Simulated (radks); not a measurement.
Valence configurations of the zinc ion Zn2+ (all share [Ar]). Method: scalar-relativistic Kohn-Sham, BLYP, spin-polarised, spherical densities, finite nucleus; open shells are filled with parallel spins first; Fermi nuclear charge, rms radius 3.9283 fm; computed with a radial shooting solver on a logarithmic mesh with Libxc functionals. Energies are relative to 3d10; eigenvalues in eV for spin up.

\begin{tabular}{lrrrrr}
valence & E (eV) & moment (Bohr magnetons) & e(3d) & e(4p) & e(4s) \\ \hline
3d10 & 0.000 & 0 & -30.888 & - & - \\
3d9.5 4s0.5 & 4.166 & 1 & -34.568 & - & -24.742 \\
3d9 4p1 & 17.286 & 2 & -39.971 & -18.841 & - \\
3d8.5 4s0.5 4p1 & 23.652 & 3 & -44.065 & -19.788 & -28.269 \\
3d8 4s2 & 23.747 & 2 & -46.924 & - & -28.003 \\
3d9 4s1 & 9.200 & 2 & -38.471 & - & -26.104 \\
3d7.5 4s1.5 4p1 & 40.867 & 4 & -52.930 & -21.419 & -30.550 \\
3d7 4s1.5 4p1.5 & 55.721 & 5 & -58.315 & -22.678 & -32.196 \\
3d6.5 4s2 4p1.5 & 68.560 & 5 & -63.258 & -23.387 & -33.201 \\
\end{tabular}

NIST lists [Ar] 3d10 as the ground configuration; this level of theory agrees among the configurations tried. The energies are those of spherical high-spin densities, not of single terms.
